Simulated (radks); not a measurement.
The numbers below are computed, except where a source is named.
Task: These are the eigenvalues of the occupied orbitals of an atom or ion with whole-number occupations (hartree). Code: a radial shooting solver on a logarithmic mesh with Libxc functionals. Model: scalar-relativistic Kohn-Sham, SCAN, spin-polarised, spherical densities, finite nucleus; meta-GGA in the generalised Kohn-Sham scheme; Fermi nuclear charge, rms radius of each element as measured or else 0.836 A^(1/3) + 0.57 fm.

| orbital | eigenvalue |
|---|---|
| 1s up | -977.1816 |
| 1s down | -977.1769 |
| 2s up | -146.1402 |
| 2s down | -146.1208 |
| 2p up | -131.0549 |
| 2p down | -131.0372 |
| 3s up | -27.92294 |
| 3s down | -27.91243 |
| 3p up | -22.93168 |
| 3p down | -22.91807 |
| 3d up | -15.15938 |
| 3d down | -15.13747 |
| 4s up | -4.55832 |
| 4s down | -4.46743 |
| 4p up | -3.06987 |
| 4p down | -2.97840 |
| 4d up | -0.91373 |
| 4d down | -0.81201 |
| 5s up | -0.44976 |
| 5p up | -0.19153 |

Which element is it, and in what charge state? The configuration may be excited. Open shells, if any, are filled with parallel spins first.

Result: Z = 48, cadmium, charge 0: Cd in [Kr] 4d8 5s1 5p3. The list shows which subshells hold electrons but not how many an open one holds; the 1s level, -977.18 hartree, gives Z - s = 44.2 by -(Z - s)^2/2, which with screening and relativity narrows Z to a few neighbours, and the depths of the outer levels then fix element, charge and occupations together.
